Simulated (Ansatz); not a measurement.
CH₅NO₂Sn (`[OH][SnH]1[NH]C[O]1`) at its PBE0-D4/def2-TZVP geometry, where that method's forces vanish. Total charge 0; spin multiplicity 1. Sn: def2 effective core potential.

```tsv
atom	x (Å)	y (Å)	z (Å)
O1	0.977	-0.483	-2.349
Sn2	0.932	-0.561	-0.402
N3	-0.942	-0.535	0.373
C4	-0.688	0.797	0.948
O5	0.581	1.198	0.460
H6	0.238	0.013	-2.711
H7	2.294	-1.496	-0.015
H8	-1.255	-1.227	1.041
H9	-0.691	0.779	2.047
H10	-1.445	1.515	0.607
```

Problem. For each bond, give half the difference of the two atoms' forces along it (eV/Å; positive pushes the atoms apart) under PBE-D4, r2SCAN-D4, B3LYP-D4, ωB97M-V in def2-TZVPP. (Best estimate.)

Solution. Computed: 
```csv
bond,length (Å),PBE-D4,r2SCAN-D4,B3LYP-D4,ωB97M-V
O1–Sn2,1.949,0.32,0.12,0.18,0.00
O1–H6,0.961,0.39,0.03,-0.03,-0.05
Sn2–N3,2.028,0.29,0.13,0.29,0.02
Sn2–O5,1.990,0.48,0.15,0.29,0.00
Sn2–H7,1.697,-0.14,-0.08,-0.19,-0.13
N3–C4,1.474,0.10,0.18,0.26,0.24
N3–H8,1.011,0.17,-0.03,-0.13,-0.10
C4–O5,1.417,0.37,0.26,0.31,0.27
C4–H9,1.099,0.06,-0.09,-0.17,-0.17
C4–H10,1.098,0.11,-0.05,-0.19,-0.21
```

B3LYP here is the variant with VWN-RPA as its local correlation; programs differ in this.
